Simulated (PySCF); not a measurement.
**Dipole moment and polarisability of `Cc1pcccc1C#N`**

C₇H₆NP.
SMILES with atom numbers: `[CH3:1][c:2]1[p:3][cH:4][cH:5][cH:6][c:7]1[C:8]#[N:9]` (hydrogens: H10, H11, H12 on C1; H13 on C4; H14 on C5; H15 on C6)

Geometry (GFN2-xTB, Å), atoms numbered from 1 in this order:
```
atom  x, y, z in Å
C1    -1.9960   -1.0581    0.1158
C2    -0.5570   -0.6331    0.1045
P3     0.6433   -1.8564    0.4335
C4     2.0994   -0.9230    0.3133
C5     2.1748    0.4248    0.0275
C6     1.0613    1.2106   -0.2032
C7    -0.2370    0.6980   -0.1643
C8    -1.2988    1.6026   -0.4174
N9    -2.1537    2.3387   -0.6222
H10   -2.0785   -2.1203    0.3410
H11   -2.5589   -0.4968    0.8626
H12   -2.4623   -0.8675   -0.8516
H13    3.0223   -1.4650    0.4802
H14    3.1494    0.8923   -0.0185
H15    1.1874    2.2612   -0.4231
```

Level: B3LYP/def2-SVPD (PySCF), static field, nuclei fixed, core orbitals frozen in the response. The polarisability tensor in these axes (au):

```
x   135.45 -11.81   6.43
y   -11.81 127.54 -14.11
z     6.43 -14.11  68.32
```

Problem. What are the eigenvalues, a third of the trace, and Δα (Δα² = ½Σ(αi − αj)² over the three pairs)?

Solution. Principal values 64.93, 120.05 and 146.33 au; mean 110.44 au = 16.36 Å³ = 18.21 × 10⁻⁴⁰ C²·m²/J; Δα = 71.96 au (65 % of the mean).

Problem. What is the dipole moment, and where does it point?

Solution. (2.93, -1.62, 0.51) D, 3.38 D in size, pointing from the negative to the positive side. Measured along this direction, the outermost atoms are N9 at the negative end and H13 at the positive end.

Problem. What would n − 1 = 2πNα be for an ideal gas of these molecules at 350 K and 1 atm, electronic part alone?

Solution. N = p/kT = 2.0968 × 10¹⁹ cm⁻³, so n − 1 = 2π × N × 16.36 × 10⁻²⁴ cm³ = 2156 × 10⁻⁶ at long wavelengths.

Problem. Give the principal axes and the span of the nuclei along them.

Solution. Largest value along (0.77, -0.61, 0.17), where the nuclei span 6.51 Å; middle along (0.64, 0.76, -0.13), 5.66 Å; least along (-0.05, 0.21, 0.98), 1.76 Å. The response follows the extents in order.

Problem. What molar refraction does this α imply?

Solution. Lorentz–Lorenz: R = (4π/3)N_A α = 2.5225 cm³/(mol·Å³) × 16.36 Å³ = 41.3 cm³/mol, in the limit of long wavelengths.

Problem. What depolarisation ratio follows for Rayleigh scattering of linearly polarised light, taking the static tensor?

Solution. ρ = 3Δα²/(45ᾱ² + 4Δα²) = 15534.3/(548817 + 20712.4) = 0.0273.

Isolated species at its GFN2-xTB geometry, gas phase.
